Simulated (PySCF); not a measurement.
Geometries of 2 isomers of C5H7BO, from PySCF 2.14.0, PBE0-D3(BJ)/def2-SVP geometry optimisation, gas phase. One conformer each, no zero-point energy, no frequencies.

Question: Which is lower in electronic energy at this level?
A.
```xyz
14
angstrom
C     -1.187    0.257   -0.173
B     -0.197   -0.938   -0.409
C     -0.683   -2.333   -0.939
C      1.302   -0.714   -0.189
C      2.462   -0.661    0.513
C      2.573   -0.345   -0.840
O      3.141   -0.024   -1.846
H     -0.735    1.256   -0.256
H     -2.085    0.200   -0.808
H     -1.539    0.153    0.872
H     -0.626   -2.272   -2.043
H     -0.056   -3.185   -0.640
H     -1.736   -2.536   -0.694
H      2.862   -0.817    1.517
```
B.
```xyz
14
angstrom
C     -1.763    0.452    0.069
O     -0.669   -0.328   -0.341
C      0.557    0.192   -0.215
C      1.687   -0.456   -0.572
C      2.865    0.411   -0.296
C      2.563    1.623    0.236
B      1.022    1.641    0.358
H     -2.664   -0.146   -0.113
H     -1.836    1.391   -0.505
H     -1.710    0.698    1.143
H      1.751   -1.459   -0.998
H      3.880    0.060   -0.520
H      3.312    2.372    0.494
H      0.299    2.513    0.776
```

Answer: A. That is `CB(C)c1cc1=O`, 12.8 kcal/mol below the other.

| SMILES | atoms numbered as above | E (Eh) | relative (kcal/mol) | relative (kJ/mol) | dipole (D) |
| --- | --- | --- | --- | --- | --- |
| CB(C)c1cc1=O | [CH3:1][B:2]([CH3:3])[c:4]1[cH:5][c:6]1=[O:7] | -294.20036 | 0.0 | 0.0 | 3.98 |
| COC1=CC=CB1 | [CH3:1][O:2][C:3]1=[CH:4][CH:5]=[CH:6][BH:7]1 | -294.18003 | 12.8 | 53.4 | 0.90 |

As drawn, the lower has a three-membered ring, which the higher lacks.
